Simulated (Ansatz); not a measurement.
`FC([SiH3])([SiH3])Cl` → C• + Cl• + F• + 6 H• + 2 Si•  (atomization)

Program: Ansatz. Geometries: PBE0-D4/def2-TZVP. ΔE: electronic, gas phase. CCSD(T)/CBS is the MP2 limit (def2-TZVPP, def2-QZVPP) plus CCSD(T) − MP2 in def2-TZVPP, frozen cores. This one scheme is used for every species, atoms too. For atomizations the MP2-based limit and the directly extrapolated one differ by several kJ/mol either way, and by 10 to 25 for some Ge, Se and Sn compounds, so smaller differences from it don't rank the levels. DFT in def2-TZVPP. HSE06 is defined as in plane-wave codes. No spin–orbit coupling; open shells (•) take unrestricted orbitals. Spin–orbit coupling would lower the free atoms: a little for C, Cl, F, Si.

`FC([SiH3])([SiH3])Cl`:

```xyz
11

F    -0.091   -1.855    0.478
C     0.167   -0.655   -0.165
Si   -1.487    0.122   -0.715
Si    1.293    0.413    0.946
Cl    1.098   -1.011   -1.660
H    -2.176   -0.830   -1.618
H    -1.181    1.396   -1.409
H    -2.305    0.386    0.496
H     0.573    0.687    2.215
H     1.563    1.683    0.230
H     2.545   -0.336    1.203
```

CCSD(T)/CBS gives +35.36 eV.

Problem. Another level gave +40.18 eV. Which?
A. r2SCAN/def2-TZVPP
B. CCSD/def2-TZVPP
C. LDA (SPW92)/def2-TZVPP
D. HSE06-D4/def2-TZVPP

Solution. C. LDA (SPW92) 40.18, HSE06-D4 35.09, r2SCAN 35.31, CCSD/def2-TZVPP 33.83 eV.

Largest T1 diagnostic among the species: 0.012.

Leaving LDA and LC-ωPBE aside and taking each functional with its dispersion term where it has one, the values, not all of them listed here, spread over 1.21 eV, from BHLYP-D4 to ωB97X-V. LDA lies +4.92 eV from PBE without D4, its usual overbinding. In def2-TZVPP, CCSD(T) changes the Hartree–Fock value by +8.56 eV (the triples alone add +0.51 eV) and MP2 by +8.89 eV; breaking electron pairs costs correlation energy, which Hartree–Fock lacks.
